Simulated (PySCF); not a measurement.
Species: [WO3F]- (charge -1 and singlet state).
Bonds: W1–O2, W1–O3, W1–O4, W1–F5.

Method: PBE0-D3(BJ)/def2-SVP geometry optimisation, gas phase, def2 core potentials past Kr (PySCF); density fitting, grid level 1; the optimiser is geomeTRIC in internal coordinates, started from a GFN2-xTB structure with every atom displaced at random (about 0.03 Å).

Step 0: E = -10674.2069 eV
```
atom  x, y, z in Å  |  force x, y, z in eV/Å
W1      0.1056    0.0008    0.0452  -10.516   0.100  -1.541
O2     -0.0128   -0.0380    1.7384    0.739  -0.015   3.369
O3      1.5852    0.0183   -0.6066    8.657   0.003  -2.671
O4     -0.7295    1.4397   -0.5643    0.530  -0.633   0.500
F5     -0.8737   -1.5313   -0.6748    0.591   0.545   0.342
```

Step 1: E = -10674.7636 eV
```
atom  x, y, z in Å  |  force x, y, z in eV/Å
W1     -0.0081    0.0015   -0.0150    3.599   0.112   1.695
O2      0.0520   -0.0319    1.7757   -0.456   0.083  -2.366
O3      1.7158    0.0020   -0.5649   -2.975  -0.017   0.648
O4     -0.7823    1.4557   -0.5684   -0.066  -0.110   0.085
F5     -0.9026   -1.5378   -0.6896   -0.102  -0.068  -0.062
```

Step 2: E = -10674.9405 eV
```
atom  x, y, z in Å  |  force x, y, z in eV/Å
W1      0.0217    0.0015   -0.0007    1.253  -0.193  -0.096
O2      0.0270   -0.0252    1.7430   -0.059   0.011  -0.114
O3      1.6902   -0.0001   -0.5753   -1.000   0.014   0.312
O4     -0.7721    1.4439   -0.5489   -0.149   0.252  -0.065
F5     -0.8920   -1.5305   -0.6801   -0.044  -0.084  -0.036
```

**Question.** Estimate the geometry and energy of step 3. (The exact step hangs on the optimiser's Hessian estimate; all steps are aligned on step 2, rigid shifts and turns removed.)

**Answer.** E = -10674.9526 eV, largest force 0.491 eV/Å
```
atom  x, y, z in Å  |  force x, y, z in eV/Å
W1      0.0323   -0.0009   -0.0010   -0.430   0.224  -0.082
O2      0.0266   -0.0241    1.7409    0.044  -0.025   0.012
O3      1.6740   -0.0010   -0.5727    0.161   0.011  -0.028
O4     -0.7698    1.4536   -0.5484    0.161  -0.256   0.081
F5     -0.8883   -1.5381   -0.6810    0.063   0.047   0.017
```

The energy changes by -0.0120 eV. The first-order estimate −F·Δx gives -0.0336 eV and the mean of the old and new forces, exact on a quadratic surface, -0.0118 eV. The step makes an angle of 33° with the force vector and moves no atom by more than 0.016 Å.

What follows is the cost of the whole optimisation. On one thread, Arm Neoverse V1 (aarch64), shared host with 32 logical CPUs at a one-minute load of 22, this took 45 s and 0.33 GiB of memory at its peak.
